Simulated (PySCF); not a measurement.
Structure problem from calculated spectra and properties.

Formula: C4H7Cl3Si2.

* 1H NMR: chemical shifts (computed TMS as zero) by class: 6.30 (1 H), 4.53 (1 H), 3.23 (1 H), 3.21 (1 H), 2.12 (3 H) ppm [GIAO PBE0/pcSseg-1]
* Rotational structure: rotational constants A, B, C: 0.594, 0.538, 0.356 GHz [GFN2-xTB]
* NMR, other nuclei: isotropic shieldings of nuclei other than C and H, by class: 335 (1 Si), 415 (1 Si), 912 (1 Cl), 915 (1 Cl), 927 (1 Cl) ppm [GIAO PBE0/pcSseg-1]
* Dipole: 3.47 D [PBE0/pcSseg-1]
* 13C NMR: chemical shifts (computed TMS as zero) by class: 118.5 (1 C), 77.3 (1 C), 31.8 (1 C), 6.0 (1 C) ppm [GIAO PBE0/pcSseg-1]

Electronic properties: PySCF, gas phase, density fitting. Levels stand in brackets. Isolated species at its GFN2-xTB geometry (one conformer only). NMR values are class means; diastereotopic atoms form classes of their own.

Question: Give a SMILES that accounts for the data.

Answer: Numbering: `[CH3:1][C:2]#[C:3][Si@H:4]([CH2:5][Cl:6])[SiH:7]([Cl:8])[Cl:9]`. Its formula, C4H7Cl3Si2, gives 2 degrees of unsaturation: 0 rings and 2 π bonds in the structure found. 4 carbons fall into 4 classes; from least to most shielded: alkyne carbon [C2] (118.5 ppm), alkyne carbon [C3] (77.3 ppm), sp3 C–Cl carbon [C5] (31.8 ppm), propargylic carbon [C1] (6.0 ppm). Hydrogen classes from least to most shielded: 1 H on a chlorine-bound silicon, Si7 (6.30 ppm), 1 H on an SiH silicon, Si4 (4.53 ppm), 1 H on an sp3 C–Cl carbon, C5 (3.23 ppm), 1 H on an sp3 C–Cl carbon, C5 (3.21 ppm), 3 H on a propargylic carbon, C1 (2.12 ppm). The other shieldings belong to: 335 ppm, chlorine-bound silicon [Si7]; 415 ppm, SiH silicon [Si4]; 912 ppm, silicon-bound chlorine [Cl9]; 915 ppm, silicon-bound chlorine [Cl8]; 927 ppm, alkyl chlorine [Cl6]. The optimised geometry has point group C1 and is an asymmetric top. Structure: `[Si@@H](CCl)([SiH](Cl)Cl)C#CC`. Computed isomers that give other values at the same levels: `CC#C[Si@H]([SiH2]Cl)C(Cl)Cl` (13C chemical shifts (computed TMS as zero) by class: 119.4 (1 C), 79.2 (1 C), 75.5 (1 C), 6.0 (1 C) ppm). The assignments are read from this structure; whether some other isomer fits the data as well wasn't checked. The mirror image fits equally.

Shape of the structure used: `[CH3:1][C:2]#[C:3][Si@H:4]([CH2:5][Cl:6])[SiH:7]([Cl:8])[Cl:9]`: C3–Si4–C5–Cl6 -179°, C3–Si4–Si7–Cl8 60°.
